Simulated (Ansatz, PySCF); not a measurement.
C₂H₂N, SMILES C([CH2])#N, multiplicity 2. Atoms are numbered in the order given.

```xyz
5

C      0.0000     0.0000    -1.1842
C      0.0000     0.0000     0.1920
N      0.0000     0.0000     1.3567
H      0.0000    -0.9360    -1.7254
H      0.0000     0.9360    -1.7254
```
Charge 0, spin multiplicity 2.

The structure is a stationary point at PBE0-D3(BJ)/def2-TZVP. The isomer is the one that the SMILES or the coordinates give; other isomers of the formula were not compared.

Two levels are set side by side: PBE-D3(BJ)/def2-TZVP (Ansatz, a first-principles code) and PBE0-D3(BJ)/def2-TZVP (Ansatz). Each level has its own optimised geometry; the coordinates shown are those of the second. Frequencies come from the Hessian of PySCF at each geometry. Differences are taken from unrounded values.

```csv
quantity,PBE0-D3(BJ),PBE-D3(BJ),PBE-D3(BJ) minus PBE0-D3(BJ)
mean bond length (Å),1.176,1.184,0.008
bond C1–C2 (Å),1.376,1.378,0.002
bond C2–N3 (Å),1.165,1.180,0.015
bond C1–H4 (Å),1.081,1.089,0.008
bond C1–H5 (Å),1.081,1.089,0.008
highest harmonic wavenumber (cm⁻¹),3291,3198,-93
mean harmonic wavenumber (cm⁻¹),1518,1474,-44
zero-point energy (kcal/mol),19.54,18.97,-0.57
```

Exact exchange shortens and stiffens bonds; PBE has none. Differences between two approximate levels are no errors against the true value.
